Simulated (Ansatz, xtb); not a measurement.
**C4H6BNO: which of two isomers lies lower**

We compare X, `Bc1cnc(C)o1`, a singlet, with Y, `Bc1ocnc1C`, a singlet. Both are isolated molecules in the gas phase, relaxed with B3LYP-D3(BJ)/def2-SVP; the shapes shown needn't be the lowest conformers.

X (Å):

```xyz
13

C    -1.7237   -1.1156    0.5601
C    -1.8358   -0.0427    1.4287
C     0.1818   -0.0659    0.7886
C     1.6223    0.2025    0.5517
B    -2.7040   -2.1515    0.0582
N    -0.6404    0.6038    1.5629
O    -0.3872   -1.0995    0.1604
H    -2.3626   -3.0109   -0.7124
H    -3.8409   -2.0918    0.4534
H    -2.7326    0.2806    1.9567
H     2.2318   -0.6687    0.8398
H     1.9285    1.0746    1.1414
H     1.8097    0.3972   -0.5164
```

Y (Å):

```xyz
13

C    -1.2952   -1.0994    0.6156
C    -1.4076   -0.4125    2.6740
C    -0.2738   -0.1962    0.8981
C     0.8004    0.3087    0.0001
B    -1.6999   -1.8761   -0.6155
N    -0.3689    0.2220    2.2062
O    -2.0168   -1.2132    1.8082
H    -1.0481   -1.7510   -1.6209
H    -2.6559   -2.6071   -0.5950
H    -1.8185   -0.3551    3.6825
H     0.7119    1.4009   -0.1168
H     1.7879    0.1144    0.4477
H     0.7526   -0.1619   -0.9898
```

Quicker runs give these differences E(Y) − E(X): GFN2-xTB +1.11 kcal/mol; HF/STO-3G +2.68 kcal/mol (at GFN2-xTB geometries); r2SCAN-D4/def2-SVP +2.40 kcal/mol (at GFN2-xTB geometries).

Q: Estimate E(Y) − E(X) at the level CCSD(T)/def2-SVP + ΔMP2/def2-TZVPP.

A: Too close to call at this level: CCSD(T)/def2-SVP + ΔMP2/def2-TZVPP gives E(Y) − E(X) = +1.48 kcal/mol.

The same difference at several levels:

| level | geometry | E(Y) − E(X) (kcal/mol) | departure from the last row (kcal/mol) | job, with rough time for the two |
| --- | --- | --- | --- | --- |
| GFN2-xTB | GFN2-xTB | +1.11 | −0.38 | optimisation, 0.13 s |
| HF/STO-3G | GFN2-xTB | +2.68 | +1.19 | single point, 0.48 s |
| r2SCAN-D4/def2-SVP | GFN2-xTB | +2.40 | +0.92 | single point, 6.3 s |
| B3LYP-D3(BJ)/def2-SVP | B3LYP-D3(BJ)/def2-SVP | +1.48 | −0.01 | optimisation, 3.3 min |
| HF/def2-SVP | B3LYP-D3(BJ)/def2-SVP | +2.48 | +1.00 | part of the CCSD(T) run |
| MP2/def2-SVP | B3LYP-D3(BJ)/def2-SVP | +1.22 | −0.26 | part of the CCSD(T) run |
| CCSD(T)/def2-SVP | B3LYP-D3(BJ)/def2-SVP | +1.31 | −0.17 | single point |
| CCSD(T)/def2-SVP + ΔMP2/def2-TZVPP | B3LYP-D3(BJ)/def2-SVP | +1.48 |  | single point, 99 s |

As drawn, both hold the same kinds of bond in the same numbers.

The largest departure from CCSD(T)/def2-SVP + ΔMP2/def2-TZVPP is that of HF/STO-3G, 1.19 kcal/mol. The last row adds to CCSD(T) the change of the MP2 difference between the two basis sets, here +0.17 kcal/mol.

With thermal terms from frequencies at re-optimised GFN2-xTB minima (ideal gas, soft modes damped towards free rotors, one conformer each, 298.15 K, 1 atm): on the last row, ΔE + ΔZPE = +1.64, ΔH = +1.57, ΔG = +1.70 kcal/mol.

The correlated steps freeze 7 core orbitals. Run with Ansatz 0.2.0, xtb 6.7.1; the last row on 2 threads of Arm Neoverse V2 on a shared host.
